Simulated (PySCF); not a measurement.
# Correlation energy of Ca (calcium, neutral)

[Ar] 4p2, high-spin 3P determinant (an excited configuration). All numbers are calculated (PySCF 2.14, scalar relativity by spin-free X2C-1e, in ANO-RCC-VTZP (6s5p2d1f, 38 functions)). Frozen: [Ne]; 10 electrons correlated.

MP2 pair energies summed by pair of shells (mhartree):

```csv
pair,energy,share (%)
3p-3p,-163.12,72.2
3s-3p,-38.28,16.9
3p-4p,-12.52,5.5
3s-3s,-8.38,3.7
4p-4p,-3.05,1.3
3s-4p,-0.61,0.3
```

Total MP2 correlation energy: -225.95 mhartree.

Same-spin part -63.37 and opposite-spin part -162.57 mhartree; SCS-MP2 scales them by 1/3 and 6/5 to -216.21 mhartree.
